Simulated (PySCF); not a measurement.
F$_{3}$Sb, triplet, at a GFN2-xTB geometry (a higher spin typed on purpose: for a closed-shell molecule this is an excited state) (core potentials on Sb); PySCF with R2SCAN/def2-SV(P).

Here is a job for PySCF.
```python
from pyscf import gto, scf, dft

mol = gto.M(
    atom='''
Sb   -0.09185253    0.05664473    0.05583195
F    -1.71490896   -1.43900085   -0.07563414
F     0.77886983    2.01073678    0.64213093
F     1.45653683   -0.89272271   -0.88287786
''',
    basis='def2-sv(p)',
    ecp={'Sb': 'def2-sv(p)'},
    spin=2,
    verbose=4,
)

mf = dft.UKS(mol)
mf.xc = 'r2scan'
mf.init_guess = 'huckel'
mf.kernel()
mf.analyze()
```

Predict the main parts of the log of this PySCF run.


```
PySCF version 2.14.0

[INPUT] verbose = 4
[INPUT] num. atoms = 4
[INPUT] num. electrons = 50
[INPUT] charge = 0
[INPUT] spin (= nelec alpha-beta = 2S) = 2
[INPUT] symmetry False subgroup None
[INPUT] Mole.unit = angstrom
[INPUT] Symbol           X                Y                Z      unit          X                Y                Z       unit  Magmom
[...]
nuclear repulsion = 188.150765010506
number of shells = 28
number of NR pGTOs = 133
number of NR cGTOs = 68
basis = def2-sv(p)
ecp = {'Sb': 'def2-sv(p)'}

******** <class 'pyscf.dft.uks.UKS'> ********
method = UKS
initial guess = huckel
damping factor = 0
level_shift factor = 0
DIIS = <class 'pyscf.scf.diis.CDIIS'>
diis_start_cycle = 1
diis_space = 8
diis_damp = 0
SCF conv_tol = 1e-09
SCF conv_tol_grad = None
SCF max_cycles = 50
direct_scf = True
direct_scf_tol = 1e-13
number electrons alpha = 26  beta = 24
XC library pyscf.dft.libxc version 7.1.2
    S. Lehtola, C. Steigemann, M. J. T. Oliveira, and M. A. L. Marques,  SoftwareX 7, 1–5 (2018)
XC functionals = r2scan
    J. W. Furness, A. D. Kaplan, J. Ning, J. P. Perdew, and J. Sun,  J. Phys. Chem. Lett. 11, 8208–8215 (2020)
    J. W. Furness, A. D. Kaplan, J. Ning, J. P. Perdew, and J. Sun,  J. Phys. Chem. Lett. 11, 9248–9248 (2020)
    J. W. Furness, A. D. Kaplan, J. Ning, J. P. Perdew, and J. Sun,  J. Phys. Chem. Lett. 11, 8208–8215 (2020)
    J. W. Furness, A. D. Kaplan, J. Ning, J. P. Perdew, and J. Sun,  J. Phys. Chem. Lett. 11, 9248–9248 (2020)
radial grids:
    Treutler-Ahlrichs [JCP 102, 346 (1995); DOI:10.1063/1.469408] (M4) radial grids

becke partition: Becke, JCP 88, 2547 (1988); DOI:10.1063/1.454033
pruning grids: <function nwchem_prune>
grids dens level: 3
symmetrized grids: False
atomic radii adjust function: <function treutler_atomic_radii_adjust>
small_rho_cutoff = 0
Set gradient conv threshold to 3.16228e-05
Initial guess from on-the-fly Huckel, doi:10.1021/acs.jctc.8b01089.
Spherically averaged atomic HF for {'Sb', 'F'}

******** <class 'pyscf.scf.atom_hf.AtomSphAverageRHF'> ********
method = AtomSphAverageRHF
initial guess = minao
damping factor = 0
level_shift factor = 0
DIIS = <class 'pyscf.scf.diis.CDIIS'>
diis_start_cycle = 1
diis_space = 8
diis_damp = 0
SCF conv_tol = 1e-09
SCF conv_tol_grad = None
SCF max_cycles = 50
direct_scf = True
direct_scf_tol = 1e-13
atom = Sb
Set gradient conv threshold to 3.16228e-05
Initial guess from minao.
init E= -213.309652752471
cycle= 1 E= -238.557818651699  delta_E= -25.2  |g|=    0  |ddm|= 8.81
cycle= 2 E= -238.96159678112  delta_E= -0.404  |g|=    0  |ddm|= 2.97
cycle= 3 E= -238.991732182491  delta_E= -0.0301  |g|=    0  |ddm|= 0.467
cycle= 4 E= -238.991803828536  delta_E= -7.16e-05  |g|=    0  |ddm|= 0.0542
cycle= 5 E= -238.991807728972  delta_E= -3.9e-06  |g|=    0  |ddm|= 0.0143
cycle= 6 E= -238.991807741259  delta_E= -1.23e-08  |g|=    0  |ddm|= 0.000746
cycle= 7 E= -238.991807741261  delta_E= -2.3e-12  |g|=    0  |ddm|= 1.06e-05
Extra cycle  E= -238.991807741261  delta_E= 5.68e-14  |g|=    0  |ddm|= 1.43e-07
Atomic HF for atom  Sb  converged. SCF energy = -238.991807741261

******** <class 'pyscf.scf.atom_hf.AtomSphAverageRHF'> ********
method = AtomSphAverageRHF
initial guess = minao
damping factor = 0
level_shift factor = 0
DIIS = <class 'pyscf.scf.diis.CDIIS'>
diis_start_cycle = 1
diis_space = 8
diis_damp = 0
SCF conv_tol = 1e-09
SCF conv_tol_grad = None
SCF max_cycles = 50
direct_scf = True
direct_scf_tol = 1e-13
atom = F
Set gradient conv threshold to 3.16228e-05
Initial guess from minao.
init E= -98.9113963755293
cycle= 1 E= -98.9346675575403  delta_E= -0.0233  |g|=    0  |ddm|= 0.0412
cycle= 2 E= -98.9346901743181  delta_E= -2.26e-05  |g|=    0  |ddm|= 0.0116
cycle= 3 E= -98.9346927658266  delta_E= -2.59e-06  |g|=    0  |ddm|= 0.00242
cycle= 4 E= -98.934692951315  delta_E= -1.85e-07  |g|=    0  |ddm|= 0.000958
cycle= 5 E= -98.9346929513237  delta_E= -8.75e-12  |g|=    0  |ddm|= 5.23e-06
[...]

cycle= 6 E= -539.377621867757  delta_E= -0.00969  |g|= 0.341  |ddm|= 0.497

cycle= 7 E= -539.430402561279  delta_E= -0.0528  |g|= 0.0714  |ddm|= 0.365

cycle= 8 E= -539.432853652351  delta_E= -0.00245  |g|= 0.0155  |ddm|= 0.0811

cycle= 9 E= -539.432960415377  delta_E= -0.000107  |g|= 0.00592  |ddm|= 0.0189

cycle= 10 E= -539.432980509825  delta_E= -2.01e-05  |g|= 0.0022  |ddm|= 0.00901

cycle= 11 E= -539.432982371181  delta_E= -1.86e-06  |g|= 0.000939  |ddm|= 0.00233

cycle= 12 E= -539.432982871282  delta_E= -5e-07  |g|= 9.56e-05  |ddm|= 0.00138

cycle= 13 E= -539.432982881185  delta_E= -9.9e-09  |g|= 3.96e-05  |ddm|= 0.000265

cycle= 14 E= -539.432982882914  delta_E= -1.73e-09  |g|= 1.11e-05  |ddm|= 0.000117

cycle= 15 E= -539.432982883083  delta_E= -1.69e-10  |g|= 4.62e-06  |ddm|= 4.53e-05

Extra cycle  E= -539.432982883046  delta_E= 3.75e-11  |g|= 1.11e-05  |ddm|= 1.39e-05
converged SCF energy = -539.432982883046  <S^2> = 2.0127346  2S+1 = 3.0084778
**** SCF Summaries ****
Total Energy =                        -539.432982883045725
Nuclear Repulsion Energy =             188.150765010505864
One-electron Energy =                -1212.860533465991239
Two-electron Energy =                  485.276785572439678
Two-electron Coulomb Energy =          535.944909801972472
DFT Exchange-Correlation Energy =      -50.668124229532800
**** MO energy ****
                             alpha | beta                alpha | beta
[...]
spin_pop of  0 Sb 4s        0.00029
spin_pop of  0 Sb 5s        0.20350
spin_pop of  0 Sb 6s       -0.00054
spin_pop of  0 Sb 7s        0.00143
spin_pop of  0 Sb 4px       0.00081
spin_pop of  0 Sb 4py       0.00104
spin_pop of  0 Sb 4pz       0.00180
spin_pop of  0 Sb 5px       0.04024
spin_pop of  0 Sb 5py       0.00024
spin_pop of  0 Sb 5pz       0.00040
spin_pop of  0 Sb 6px       0.05251
spin_pop of  0 Sb 6py       0.06872
spin_pop of  0 Sb 6pz       0.11774
spin_pop of  0 Sb 7px       0.61287
spin_pop of  0 Sb 7py      -0.00022
spin_pop of  0 Sb 7pz      -0.00101
spin_pop of  0 Sb 4dxy     -0.00207
spin_pop of  0 Sb 4dyz     -0.00022
spin_pop of  0 Sb 4dz^2    -0.00464
spin_pop of  0 Sb 4dxz     -0.00203
spin_pop of  0 Sb 4dx2-y2    0.00007
spin_pop of  0 Sb 5dxy      0.00458
spin_pop of  0 Sb 5dyz      0.00637
spin_pop of  0 Sb 5dz^2     0.00447
spin_pop of  0 Sb 5dxz      0.00143
spin_pop of  0 Sb 5dx2-y2    0.00261
spin_pop of  1 F 1s       -0.00000
spin_pop of  1 F 2s        0.00098
spin_pop of  1 F 3s       -0.00114
spin_pop of  1 F 2px       0.13450
spin_pop of  1 F 2py       0.21698
spin_pop of  1 F 2pz       0.02327
spin_pop of  1 F 3px      -0.00111
spin_pop of  1 F 3py      -0.00134
spin_pop of  1 F 3pz       0.00145
spin_pop of  1 F 3dxy      0.00003
spin_pop of  1 F 3dyz      0.00006
spin_pop of  1 F 3dz^2     0.00001
spin_pop of  1 F 3dxz      0.00007
spin_pop of  1 F 3dx2-y2    0.00005
spin_pop of  2 F 1s       -0.00000
spin_pop of  2 F 2s        0.00096
spin_pop of  2 F 3s       -0.00117
spin_pop of  2 F 2px       0.10622
spin_pop of  2 F 2py       0.24754
spin_pop of  2 F 2pz       0.02847
spin_pop of  2 F 3px      -0.00067
spin_pop of  2 F 3py      -0.00182
spin_pop of  2 F 3pz       0.00142
spin_pop of  2 F 3dxy      0.00002
spin_pop of  2 F 3dyz      0.00009
spin_pop of  2 F 3dz^2     0.00003
spin_pop of  2 F 3dxz      0.00003
spin_pop of  2 F 3dx2-y2    0.00005
spin_pop of  3 F 1s       -0.00000
spin_pop of  3 F 2s        0.00114
spin_pop of  3 F 3s        0.00103
spin_pop of  3 F 2px       0.06027
spin_pop of  3 F 2py       0.02582
spin_pop of  3 F 2pz       0.04332
spin_pop of  3 F 3px       0.00021
spin_pop of  3 F 3py       0.00027
spin_pop of  3 F 3pz       0.00232
spin_pop of  3 F 3dxy      0.00005
spin_pop of  3 F 3dyz      0.00003
spin_pop of  3 F 3dz^2     0.00010
spin_pop of  3 F 3dxz      0.00010
spin_pop of  3 F 3dx2-y2    0.00001
In total            26.00000 | 24.00000
Dipole moment(X, Y, Z, Debye): -1.07598,  0.68122,  0.66204
```
